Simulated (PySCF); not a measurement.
From one molecule to another.

First species: C₆H₁₄P (charge +1).
SMILES: `CC[C@@H]1[C@H](C)[P@H+]1C`

Second species: C₇H₉N.
Bonds: C1–C2, C2–C3 (aromatic), C3–C4 (aromatic), C4–C5 (aromatic), C5–C6 (aromatic), C6–N7, C6–C8 (aromatic), C2–C8 (aromatic). Hydrogens: H9, H10, H11 on C1; H12 on C3; H13 on C4; H14 on C5; H15, H16 on N7; H17 on C8.

Levels: PBE0/def2-SVPD for HOMO energy, LUMO energy, HOMO–LUMO gap, static isotropic polarisability and electronic spatial extent ⟨r²⟩ about the centre of nuclear charge; TDDFT PBE0/def2-SVPD for lowest singlet excitation; TDA PBE0/def2-SVPD for lowest triplet excitation (Tamm–Dancoff); GFN2-xTB for rotational constant A and rotational constant C. Geometries: GFN2-xTB. Each species is one conformer at its optimised geometry, gas phase, non-relativistic unless stated. Electronic properties by PySCF.

The conformers computed, where there is a choice (atom-mapped SMILES and torsion angles):
- `[CH3:1][CH2:2][C@@H:3]1[C@H:4]([CH3:5])[P@H+:6]1[CH3:7]`: C1–C2–C3–C4 155°
- `[CH3:1][c:2]1[cH:3][cH:4][cH:5][c:6]([NH2:7])[cH:8]1`: H–N7–C6–C5 -22°, H–N7–C6–C5 -161°

| property | column X | column Y |
| --- | --- | --- |
| HOMO energy | -12.87 eV | -5.85 eV |
| LUMO energy | -4.76 eV | 0.03 eV |
| HOMO–LUMO gap | 8.11 eV | 5.88 eV |
| lowest singlet excitation | 7.03 eV | 4.83 eV |
| lowest triplet excitation (Tamm–Dancoff) | 5.65 eV | 3.90 eV |
| static isotropic polarisability | 88.8 au | 90.7 au |
| electronic spatial extent ⟨r²⟩ about the centre of nuclear charge | 1133 bohr² | 980 bohr² |
| rotational constant A | 2.399 GHz | 3.688 GHz |
| rotational constant C | 1.135 GHz | 1.228 GHz |

Question: Which column belongs to which species?

Answer: Column X is the first species and column Y the second. The first has 21 atoms and 64 electrons, the second 17 and 58; their charges are +1 and 0, their HOMO energies -12.87 eV and -5.85 eV.

Question: How does each property change from the first species to the second?

Answer: HOMO energy +7.02 eV; LUMO energy +4.79 eV; HOMO–LUMO gap -2.23 eV; lowest singlet excitation -2.20 eV; lowest triplet excitation (Tamm–Dancoff) -1.75 eV; static isotropic polarisability +1.9 au; electronic spatial extent ⟨r²⟩ about the centre of nuclear charge -153 bohr²; rotational constant A +1.289 GHz; rotational constant C +0.093 GHz.

On the first: S1 lies 1.08 eV below the HOMO–LUMO gap; its leading configuration is HOMO−1→LUMO, weight 0.96. The polarisability is 13.16 Å³ as a volume (1 au = 0.148185 Å³), or 1.39 au for each of the 64 electrons.

On the second: S1 lies 1.05 eV below the HOMO–LUMO gap; its leading configuration is HOMO→LUMO, weight 0.88. No computed singlet falls in the visible range (750 to 380 nm, 1.65 to 3.26 eV); S1 lies 1.57 eV above its blue end.
